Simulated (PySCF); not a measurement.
# CoBr⁻: one state, many levels of theory

State: quartet, unpaired electrons σ ↑, π ↑, δ ↑, a mixture of terms (⟨Lz²⟩ = 4.8). Set-up: PySCF, no relativity, basis sets Co def2-TZVPPD, Br def2-TZVPPD. De refers to Co (3d7 4s2) + Br⁻ in their high-spin ground configurations, without counterpoise correction. The functionals are run spin-unrestricted. A positive dipole points towards Br; it is taken about the centre of mass and depends on that origin.

| Level | Re (Å) | ωe (cm⁻¹) | De (eV) | μ (D) |
| --- | --- | --- | --- | --- |
| UHF | 2.710 | 137 | n/a | 2.20 |
| UHF-MP2 | 2.556 | 162 | n/a | n/a |
| UHF-SCS-MP2 | 2.595 | 155 | n/a | n/a |
| PBE | 2.379 | 212 | n/a | 2.46 |
| PW91 | 2.376 | 213 | n/a | 2.38 |
| r²SCAN | 2.379 | 217 | n/a | 2.63 |
| M06-L | 2.418 | 201 | n/a | 2.90 |
| TPSSh | 2.399 | 207 | n/a | 2.51 |
| r²SCANh | 2.392 | 213 | n/a | 2.57 |
| PBE0 | 2.406 | 205 | n/a | 2.42 |
| r²SCAN0 | 2.423 | 199 | n/a | 2.55 |
| ωB97X | 2.415 | 207 | n/a | 2.57 |

**Question.** What does the step from GGA to meta-GGA do here, going from PBE to r²SCAN?

**Answer.** r²SCAN less PBE: +0.0 pm in Re, +2.4 % in ωe. 

Correlated steps freeze 14 core orbitals. De is left out where the level can put another filling of the metal’s s and d shells below the measured ground configuration, by anything from nothing to about 1 eV. Spin–orbit coupling is left out. The highest Kohn–Sham level is positive in this anion. Much of that is self-interaction error, but it also means that the finite basis helps to hold the extra electron. With d or f electrons several states lie close, and the lowest PBE0 determinant need not be the measured ground state.

The whole job (state search and all levels along the bond) took about 15 min on 2 threads of Arm Neoverse V1 (shared host), peak memory 6.1 GiB.
